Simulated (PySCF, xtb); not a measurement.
H2Te2, SMILES [TeH][TeH].

GFN2-xTB (xtb) at its own geometry gives an orbital gap of 3.88 eV and a dipole moment of 0.33 D.

The structure is a stationary point at B3LYP-D3(BJ)/def2-TZVP. The def2 effective core potentials stand for the cores of Te; spin–orbit coupling is left out.

Task: What does PySCF with PBE/def2-TZVPD give? (Estimate from the structure and the level; the computed values follow.)

Result: gap 2.66 eV (levels -5.65 and -2.99 eV), dipole 0.21 D.
